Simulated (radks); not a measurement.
Results of a calculation; reference values are marked as such.
Ionisation of Xe2+, [Kr] 4d10 5s2 5p4, to Xe3+, [Kr] 4d10 5s2 5p3, under several functionals. Dirac Kohn-Sham, spin-unpolarised, spherical densities, finite nucleus; open shells are shared between the two j in proportion to 2j + 1; a radial shooting solver on a logarithmic mesh with Libxc functionals.

functional	E(Xe2+) (hartree)	Exc (hartree)	IE (eV)	-e(HOMO) (eV)	<r> HOMO (bohr)	IE error (eV)
PW91	-7449.75656	-187.55470	31.843	26.217	2.115	+0.793
RPBE	-7449.09616	-186.88541	31.707	26.104	2.117	+0.657
B86b exchange with PBE correlation	-7449.53016	-187.32387	31.786	26.168	2.116	+0.736
BP86	-7449.99204	-187.79011	31.905	26.275	2.112	+0.855
PBEsol	-7445.69261	-183.43783	31.812	26.181	2.112	+0.762

NIST Atomic Spectra Database: 31.05 eV (semi-empirical). Closest: RPBE. The Delta-SCF values span 0.20 eV, the total energies 4.30 hartree. The highest occupied level is 5p3/2. Spin polarisation and multiplet splitting are left out, so open shells lie too high by an amount that depends on their filling. Sharing an open shell by 2j + 1 raises it above the true ground level by a part of the spin-orbit splitting, which enters the differences from NIST.

Beside tabulated values, note that spin-unpolarised runs miss the spin-polarisation part of the exchange energy of open shells.
